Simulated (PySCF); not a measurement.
## Ionisation energy of K by level of theory

K [Ar] 4s1 (2S) → K⁺ [Ar] (1S), as a difference of total energies. Calculation: PySCF 2.14, in x2c-QZVPPall (11s7p4d3f, 73 functions); the spin-free X2C one-electron Hamiltonian (Gaussian nucleus). Correlated levels: valence and next inner shell: [Ne] frozen. The calculations carry no spin-orbit coupling.

| method | ionisation energy (eV) |
| --- | --- |
| UHF | 4.022 |
| MP2 (valence and next inner shell) | 4.297 |
| SCS-MP2 (valence and next inner shell) | 4.241 |
| CCSD (valence and next inner shell) | 4.294 |
| CCSD(T) (valence and next inner shell) | 4.315 |

Question: How much does correlation contribute at CCSD(T) (valence and next inner shell)?

Answer: 4.315 − (4.022) = 0.293 eV, measured against UHF.

Errors of the correlated levels include the incompleteness of this basis and the frozen core.

For comparison: 4.341 eV (measured; NIST Atomic Spectra Database, ionization energies).
